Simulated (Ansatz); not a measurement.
Consider the ligand exchange at the Si–C bond: `[SiH3][CH2][GeH2][SH]` + `NB(N)O` → `NB(N)O[SiH3]` + `[CH3][GeH2][SH]`.

Calculated with Ansatz (gas phase, PBE0-D4/def2-TZVP geometries, no zero-point term in ΔE). CCSD(T)/CBS adds triple-zeta CCSD(T) − MP2 to the extrapolated MP2 energy (def2 sets, frozen cores). Functionals use def2-TZVPP. B3LYP here is the variant with VWN-RPA as its local correlation; programs differ in this. For Ge outer-core shells are correlated without core-valence functions, which leaves a few kJ/mol of doubt a bond. Scalar relativity is left out up to krypton. One conformer a species, not always the lowest.

```csv
level,ΔE (kJ/mol),difference from CCSD(T)/CBS
r2SCAN-D4,-93.3,-2.0
B2PLYP,-99.5,-8.2
PBE,-84.2,7.1
PBE0,-87.6,3.7
B3LYP,-101.7,-10.4
HF/def2-TZVPP,-115.9,-24.6
MP2/def2-TZVPP,-92.1,-0.8
HF/def2-QZVPP,-117.8,-26.5
SCS-MP2/def2-QZVPP,-97.5,-6.2
HF/CBS(def2),-118.0,-26.7
CCSD(T)/CBS,-91.3,0
```

Largest T1 diagnostic among the species: 0.011.

In def2-TZVPP, CCSD(T) changes the Hartree–Fock value by +23.8 kJ/mol (the triples alone add +3.2 kJ/mol) and MP2 by +23.8 kJ/mol. From PBE to PBE0 (25 % exact exchange), in def2-TZVPP and without D4, ΔE moves by −3.4 kJ/mol. The D4 term adds +4.7 kJ/mol with B3LYP and +2.6 kJ/mol with PBE0; it sums over pairs of atoms, weighted by their polarisabilities, and B3LYP, whose exchange is more repulsive, gets the larger term.
